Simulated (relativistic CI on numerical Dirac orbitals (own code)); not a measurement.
**Cu4+ in a cubic cluster: L2,3 absorption with charge transfer**

Computed with a charge-transfer multiplet model of a cubic metal-ligand cluster with up to 2 ligand holes, Slater and spin-orbit integrals from Dirac-Coulomb-Breit ions, Slater integrals scaled by 0.8. The ground state mixes d7 with configurations of k ligand holes L, whose averages lie at kΔ + k(k − 1)U_dd/2; a core hole lowers each added d electron by U_cd. 300 K, Lorentzian 0.4 eV and Gaussian 0.3 eV FWHM.

Atomic integrals in eV (Slater integrals scaled, ζ unscaled), ground: F2dd 11.838, F4dd 7.422, zeta_d 0.120; with the core hole: F2dd 12.413, F4dd 7.786, zeta_d 0.150, zeta_core 13.370, F2cd 7.564, G1cd 5.867, G3cd 3.340.

Cluster parameters (eV): Δ = -1.9, U_cd = 8.5, 10Dq = 1, 10Dq(ligand) = 0.6, V(eg) = 1.6, V(t2g) = -0.85, final-state hopping factor = 0.8.

| Case | n_d | d7 | d8L | d9L2 | S |
| --- | --- | --- | --- | --- | --- |
| U_dd = 5.2 eV | 7.96 | 0.17 | 0.71 | 0.12 | 0.54 |
| U_dd = 5.9 eV | 7.93 | 0.18 | 0.72 | 0.11 | 0.55 |
| U_dd = 7.3 eV | 7.89 | 0.19 | 0.73 | 0.08 | 0.56 |
| U_dd = 8 eV | 7.87 | 0.19 | 0.74 | 0.07 | 0.57 |
| U_dd = 9.4 eV | 7.85 | 0.20 | 0.74 | 0.05 | 0.58 |

Weights, n_d and S are thermal averages at 300 K. Photon energies count from the first peak over 30 % of the highest in each spectrum, which can be another peak from case to case. The parameters are a model scan and need not match a compound or its usual spin state. Peaks in eV (height, largest 100):
- U_dd = 5.2 eV: 0.0 (100), 3.1 (7), 4.6 (26), 20.4 (32), 21.6 (6), 24.1 (9)
- U_dd = 5.9 eV: 0.0 (100), 2.0 (12), 3.1 (5), 4.8 (17), 20.5 (29), 21.6 (12), 24.7 (5)
- U_dd = 7.3 eV: 0.0 (100), 2.5 (20), 3.5 (10), 20.5 (28), 21.7 (18)
- U_dd = 8 eV: 0.0 (100), 2.5 (23), 3.5 (13), 20.5 (30), 21.6 (20)
- U_dd = 9.4 eV: 0.0 (100), 0.7 (62), 2.2 (25), 3.3 (14), 19.4 (8), 20.3 (36), 21.3 (21)

Curve for U_dd = 7.3 eV (points under 2 left out, the grid thinned):

E (eV), Intensity and a bar:
```
     -2.0        2.1 
     -1.7        3.0 
     -1.4        4.6 #
     -1.1        8.2 ##
     -0.8       19.4 #####
     -0.5       41.4 ############
     -0.3       62.5 ###################
      0.0      100.0 ##############################
      0.3       69.3 #####################
      0.6       41.9 ############
      0.9       36.6 ###########
      1.2       24.2 #######
      1.5       17.0 #####
      1.8       13.2 ###
      2.1       15.1 ####
      2.4       19.0 #####
      2.7       18.5 #####
      2.9       13.4 ###
      3.2        9.8 ##
      3.5       10.1 ##
      3.8        8.9 ##
      4.1        6.3 #
      4.4        4.0 #
      4.7        3.2 
      5.0        2.9 
      5.3        2.3 
      5.6        2.3 
      5.9        2.7 
      6.1        3.1 
      6.4        4.3 #
      6.7        2.8 
     19.4        3.4 
     19.7        6.9 ##
     20.0       10.8 ###
     20.3       20.1 ######
     20.6       27.6 ########
     20.9       14.2 ####
     21.2       10.9 ###
     21.5       16.6 ####
     21.7       18.3 #####
     22.0       12.4 ###
     22.3        7.3 ##
     22.6        5.1 #
     22.9        3.4 
     23.2        2.0
```

For the case U_dd = 7.3 eV, Δ = -1.9 eV is smaller than U_dd = 7.3 eV, the charge-transfer side of the Zaanen-Sawatzky-Allen scheme (negative Δ: between configuration averages a ligand hole costs less than the nominal valence; multiplet and field energies can change this for the lowest states). With the core hole the configuration with one ligand hole lies at Δ + U_dd − U_cd = -5.2, -4.5, -3.1, -2.4, -1.0 eV from the one without, in the order of the table; where this is negative the screened configuration lies lower, though the effective hopping of about 1.8 eV (from the holes of the mixed ground state) mixes the two strongly wherever it is as large as the gap.
